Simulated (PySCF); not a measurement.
PySCF input for B(Me)3 (C3H9B), SMILES CB(C)C, PBE0-D3(BJ)/def2-SVP. Coordinates come from a PBE0-D3(BJ)/def2-SVP optimisation. The isomer is the one that the SMILES or the coordinates give; other isomers of the formula were not compared.

```python
import numpy as np
from pyscf import gto, scf, dft, df
from pyscf.hessian import thermo

mol = gto.M(
    atom='''
    B    -0.02325585   -0.00565433    0.00000000
    C     0.01320927    1.56725185   -0.00000024
    H     0.46193165    2.01361726    0.90080528
    H    -1.05038648    1.88070867   -0.00000028
    H     0.46193165    2.01361699   -0.90080589
    C    -0.01213196   -0.78460329    1.36747507
    H     1.05756536   -0.93001246    1.61927947
    H    -0.46218308   -1.78808940    1.33124605
    H    -0.44081709   -0.21586758    2.20745823
    C    -0.01213197   -0.78460370   -1.36747483
    H    -0.46218308   -1.78808980   -1.33124551
    H     1.05756537   -0.93001295   -1.61927920
    H    -0.44081709   -0.21586825   -2.20745818
    ''',
    basis='def2-SVP',
    charge=0,
    spin=0,
    max_memory=1600,
    verbose=3,
)
mf = dft.RKS(mol, xc='pbe0').density_fit(auxbasis='def2-universal-jkfit')
mf.disp = 'd3bj'
mf.grids.level = 3
mf.conv_tol = 1e-11
mf.max_cycle = 100
mf.kernel()

# [left out here: the lines that compute and print the analytic Hessian (its translational invariance restored by hand, since the grid's response is missing), thermochemistry and intensities]
```

Program output:

```
converged SCF energy = -144.317011384461

WARN: DFTD3 does not support analytical Hessian, using finite difference


WARN: Mole.unit (angstrom) is changed to Bohr

Mode                                 0                   1                   2
Irrep
Freq [cm^-1]                      -12.0855            112.3428            139.5529
Reduced mass [au]                   1.0469              1.0682              1.0442
Force const [Dyne/A]               -0.0001              0.0079              0.0120
Char temp [K]                     -17.3884            161.6363            200.7856
Normal mode                   x     y     z       x     y     z       x     y     z
       0   B                 0.00  0.00  0.01   -0.00  0.02  0.00    0.00  0.00 -0.03
       1   C                -0.00  0.00 -0.01   -0.05  0.02 -0.00   -0.00  0.00  0.02
       2   H                 0.16 -0.02 -0.08   -0.07  0.04  0.00    0.44 -0.08 -0.15
       3   H                -0.00 -0.00  0.20   -0.06 -0.03 -0.00   -0.00 -0.00  0.61
       4   H                -0.16  0.02 -0.08   -0.07  0.04 -0.00   -0.44  0.08 -0.15
       5   C                -0.04  0.01  0.01    0.02 -0.01 -0.02   -0.02  0.02 -0.01
       6   H                -0.04 -0.37 -0.19    0.03 -0.38 -0.26   -0.03  0.15  0.10
       7   H                -0.35  0.14  0.04   -0.28  0.13  0.01    0.08 -0.02 -0.02
       8   H                 0.28  0.11  0.10    0.37  0.07  0.10   -0.16  0.00 -0.07
       9   C                 0.04 -0.01  0.01    0.02 -0.01  0.02    0.02 -0.02 -0.01
      10   H                 0.35 -0.14  0.04   -0.28  0.13 -0.01   -0.08  0.02 -0.02
      11   H                 0.04  0.37 -0.19    0.03 -0.38  0.26    0.03 -0.15  0.10
      12   H                -0.28 -0.11  0.10    0.37  0.07 -0.10    0.16 -0.00 -0.07
Mode                                 3                   4                   5
Irrep
Freq [cm^-1]                      317.4182            318.0721            345.6518
Reduced mass [au]                   1.8591              1.9549              1.6828
Force const [Dyne/A]                0.1104              0.1165              0.1185
Char temp [K]                     456.6941            457.6349            497.3159
Normal mode                   x     y     z       x     y     z       x     y     z
       0   B                 0.09 -0.07  0.00    0.00 -0.00 -0.09    0.17  0.05 -0.00
       1   C                -0.01 -0.09 -0.00   -0.00 -0.00  0.12   -0.01  0.05  0.00
       2   H                -0.10 -0.01  0.00   -0.11 -0.21  0.28   -0.13  0.16  0.00
       3   H                -0.08 -0.28 -0.00   -0.00 -0.00  0.07   -0.10 -0.21  0.00
       4   H                -0.10 -0.01 -0.01    0.11  0.21  0.28   -0.13  0.16 -0.00
       5   C                -0.01  0.06  0.09   -0.00  0.10 -0.04   -0.02 -0.03 -0.04
       6   H                -0.05 -0.03  0.19    0.01  0.10 -0.09   -0.10 -0.17  0.21
       7   H                -0.14  0.11  0.23   -0.03  0.10  0.10   -0.11  0.01 -0.25
       8   H                 0.00  0.26 -0.04    0.07  0.21 -0.09   -0.18 -0.09 -0.08
       9   C                -0.01  0.06 -0.09    0.00 -0.10 -0.04   -0.02 -0.03  0.04
      10   H                -0.14  0.11 -0.23    0.03 -0.10  0.09   -0.11  0.01  0.25
      11   H                -0.05 -0.03 -0.19   -0.01 -0.10 -0.09   -0.10 -0.17 -0.21
      12   H                 0.00  0.26  0.04   -0.07 -0.21 -0.09   -0.18 -0.09  0.08
Mode                                 6                   7                   8
Irrep
Freq [cm^-1]                      614.2968            622.4891            721.4497
Reduced mass [au]                   1.2070              1.4637              2.1288
Force const [Dyne/A]                0.2684              0.3342              0.6528
Char temp [K]                     883.8363            895.6232           1038.0056
Normal mode                   x     y     z       x     y     z       x     y     z
       0   B                -0.00 -0.00  0.03    0.00  0.01  0.00   -0.02  0.01 -0.00
       1   C                -0.00  0.00 -0.00    0.08 -0.08  0.00    0.06  0.11  0.00
       2   H                 0.01  0.03 -0.02   -0.16  0.10  0.03   -0.12  0.27  0.01
       3   H                 0.00  0.00  0.02   -0.08 -0.57  0.00   -0.04 -0.20 -0.00
       4   H                -0.01 -0.03 -0.02   -0.16  0.10 -0.03   -0.12  0.27 -0.01
       5   C                -0.08  0.02  0.00   -0.04  0.04 -0.07   -0.02 -0.06  0.11
       6   H                 0.07  0.24 -0.44    0.03  0.18 -0.28    0.02  0.02 -0.02
       7   H                 0.20 -0.11  0.06    0.08 -0.02 -0.03    0.07 -0.10  0.17
       8   H                 0.15 -0.14  0.22    0.07 -0.01  0.01    0.06 -0.12  0.20
       9   C                 0.08 -0.02  0.00   -0.04  0.04  0.07   -0.02 -0.06 -0.11
      10   H                -0.20  0.11  0.06    0.08 -0.02  0.03    0.07 -0.10 -0.17
      11   H                -0.07 -0.24 -0.44    0.03  0.18  0.28    0.02  0.02  0.02
[...]
       1   C                -0.00 -0.00 -0.01    0.05  0.05 -0.00   -0.01 -0.02  0.00
       2   H                -0.10  0.08  0.01   -0.40 -0.27  0.38    0.10  0.07 -0.10
       3   H                -0.00 -0.00  0.16    0.09  0.19  0.00   -0.03 -0.08 -0.00
       4   H                 0.10 -0.08  0.01   -0.40 -0.27 -0.38    0.10  0.07  0.10
       5   C                -0.04 -0.02  0.04   -0.01 -0.01  0.00   -0.03 -0.01  0.03
       6   H                -0.05 -0.03  0.13   -0.02  0.07  0.08   -0.07 -0.12  0.12
       7   H                 0.25 -0.13 -0.34    0.02 -0.01 -0.13    0.31 -0.15 -0.29
       8   H                 0.31  0.32 -0.02    0.15  0.08  0.03    0.27  0.34 -0.07
       9   C                 0.04  0.02  0.04   -0.01 -0.01 -0.00   -0.03 -0.01 -0.03
      10   H                -0.25  0.13 -0.34    0.02 -0.01  0.13    0.31 -0.15  0.29
      11   H                 0.05  0.03  0.13   -0.02  0.07 -0.08   -0.07 -0.12 -0.12
      12   H                -0.31 -0.32 -0.02    0.15  0.08 -0.03    0.27  0.34  0.07
Mode                                24                  25                  26
Irrep
Freq [cm^-1]                     3024.6205           3025.6131           3028.8726
Reduced mass [au]                   1.0449              1.0451              1.0454
Force const [Dyne/A]                5.6322              5.6371              5.6507
Char temp [K]                    4351.7555           4353.1836           4357.8733
Normal mode                   x     y     z       x     y     z       x     y     z
       0   B                 0.00  0.00 -0.00   -0.00 -0.00 -0.00    0.00  0.00 -0.00
       1   C                 0.03 -0.04  0.00   -0.00  0.00  0.00   -0.01  0.01 -0.00
       2   H                 0.17  0.14  0.32   -0.00  0.00 -0.00   -0.04 -0.04 -0.09
       3   H                -0.73  0.22  0.00    0.00 -0.00 -0.00    0.21 -0.06 -0.00
       4   H                 0.17  0.14 -0.32    0.00 -0.00 -0.00   -0.04 -0.04  0.09
       5   C                 0.01 -0.00  0.01    0.02 -0.01  0.03    0.02 -0.01  0.03
       6   H                -0.14  0.02 -0.03   -0.54  0.07 -0.13   -0.52  0.07 -0.12
       7   H                 0.03  0.07  0.01    0.12  0.25  0.02    0.12  0.24  0.02
       8   H                 0.03 -0.04 -0.06    0.12 -0.16 -0.21    0.11 -0.15 -0.21
       9   C                 0.01 -0.00 -0.01   -0.02  0.01  0.03    0.02 -0.01 -0.03
      10   H                 0.03  0.07 -0.01   -0.12 -0.25  0.02    0.12  0.24 -0.02
      11   H                -0.14  0.02  0.03    0.54 -0.07 -0.13   -0.52  0.07  0.12
      12   H                 0.03 -0.04  0.06   -0.12  0.16 -0.21    0.11 -0.15  0.21
Mode                                27                  28                  29
Irrep
Freq [cm^-1]                     3112.0624           3112.7157           3114.8804
Reduced mass [au]                   1.0886              1.0886              1.0886
Force const [Dyne/A]                6.2117              6.2143              6.2230
Char temp [K]                    4477.5648           4478.5048           4481.6194
Normal mode                   x     y     z       x     y     z       x     y     z
       0   B                -0.00  0.00 -0.00    0.00 -0.00 -0.00   -0.00  0.00  0.00
       1   C                -0.07 -0.02  0.00    0.00  0.00  0.00   -0.02 -0.01  0.00
       2   H                 0.21  0.21  0.44   -0.00 -0.00 -0.01    0.06  0.07  0.14
       3   H                 0.49 -0.16  0.00   -0.00  0.00  0.00    0.16 -0.05  0.00
       4   H                 0.21  0.21 -0.44    0.00  0.00 -0.01    0.06  0.07 -0.14
       5   C                 0.02  0.00 -0.01   -0.05 -0.00  0.02   -0.05 -0.00  0.02
       6   H                -0.11  0.01 -0.03    0.36 -0.05  0.10    0.35 -0.05  0.09
       7   H                -0.04 -0.09 -0.00    0.14  0.33  0.02    0.12  0.29  0.01
       8   H                -0.05  0.07  0.11    0.16 -0.23 -0.33    0.16 -0.22 -0.32
       9   C                 0.02  0.00  0.01    0.05  0.00  0.02   -0.05 -0.00 -0.02
      10   H                -0.04 -0.09  0.00   -0.14 -0.33  0.02    0.12  0.29 -0.01
      11   H                -0.11  0.01  0.03   -0.36  0.05  0.10    0.35 -0.05 -0.09
      12   H                -0.05  0.07 -0.11   -0.16  0.22 -0.33    0.16 -0.22  0.32
Mode                                30                  31                  32
Irrep
Freq [cm^-1]                     3157.1658           3158.3509           3160.1542
Reduced mass [au]                   1.1058              1.1045              1.1045
Force const [Dyne/A]                6.4942              6.4915              6.4985
Char temp [K]                    4542.4587           4544.1637           4546.7583
Normal mode                   x     y     z       x     y     z       x     y     z
       0   B                 0.00  0.00  0.00   -0.00  0.00 -0.00    0.00  0.00  0.00
       1   C                 0.00  0.00  0.07   -0.00 -0.00 -0.05   -0.00 -0.00  0.00
       2   H                -0.22 -0.21 -0.43    0.17  0.17  0.33    0.00  0.00  0.01
       3   H                -0.00  0.00  0.01    0.00 -0.00 -0.01    0.00 -0.00  0.00
       4   H                 0.22  0.21 -0.43   -0.17 -0.17  0.33    0.00  0.00 -0.01
       5   C                -0.00 -0.03 -0.02   -0.00 -0.04 -0.02    0.01  0.06  0.03
       6   H                 0.01 -0.01 -0.00    0.02 -0.01 -0.00   -0.04  0.02 -0.00
       7   H                 0.13  0.28  0.01    0.17  0.36  0.01   -0.21 -0.47 -0.01
       8   H                -0.11  0.14  0.21   -0.14  0.17  0.26    0.17 -0.22 -0.32
       9   C                 0.00  0.03 -0.02    0.00  0.04 -0.02    0.01  0.06 -0.03
      10   H                -0.13 -0.28  0.01   -0.17 -0.36  0.01   -0.21 -0.47  0.01
      11   H                -0.01  0.01 -0.00   -0.02  0.01 -0.00   -0.04  0.02  0.00
      12   H                 0.11 -0.14  0.21    0.14 -0.17  0.26    0.17 -0.22  0.32
temperature 298.1500 [K]
pressure 101325.00 [Pa]
Rotational constants [GHz] 7.33031 7.23328 3.90092
Symmetry number 1
Zero-point energy (ZPE) 0.11270 [Eh]   295891.661 [J/mol]
                           tot       elec      trans        rot        vib
Entropy [J/mol/K]       312.617      0.000    158.930    103.996     49.691
Cv [J/mol/K]             88.031      0.000     12.472     12.472     63.088
Cp [J/mol/K]             96.345      0.000     20.786     12.472     63.088
Internal energy [J/mol]                      3718.434   3718.434 304525.982
Internal energy [Eh]   -144.19819  -144.31701
Enthalpy [J/mol]                             6197.391   3718.434 304525.982
Enthalpy [Eh]          -144.19725
Gibbs free energy [J/mol]                  -41187.534 -27288.019 289710.656
Gibbs free energy [Eh] -144.23275
mode   freq/cm-1   IR/(km/mol)
   1      -12.09         0.062
   2      112.34         1.295
   3      139.55         1.121
   4      317.42         0.420
   5      318.07         0.352
   6      345.65         0.934
   7      614.30         1.328
   8      622.49         0.537
   9      721.45         0.436
  10      811.04         0.108
  11      859.94         3.826
  12      874.32         0.013
  13      966.22        40.104
  14     1171.05        40.704
  15     1172.79        37.252
  16     1294.68         1.600
  17     1320.20       149.182
  18     1326.69       147.161
  19     1409.07         0.448
  20     1414.01         0.030
  21     1421.40         0.678
  22     1440.09         5.936
  23     1446.41         2.679
  24     1455.62        10.597
  25     3024.62         1.003
  26     3025.61         0.394
  27     3028.87         0.519
  28     3112.06         6.894
  29     3112.72        12.847
  30     3114.88        19.024
  31     3157.17         3.168
  32     3158.35        16.956
  33     3160.15        27.125
max |gradient| / (hartree/bohr): 2.4680862615321676e-05
APT charges: [ 0.7866 -0.3041  0.0061  0.0288  0.0061 -0.3041  0.0313  0.0034  0.0077
 -0.3041  0.0034  0.0313  0.0077]
```

The calculation finished and met its thresholds. The end point has an imaginary mode, so it is no minimum.

Cost: roughly 110 core-seconds.
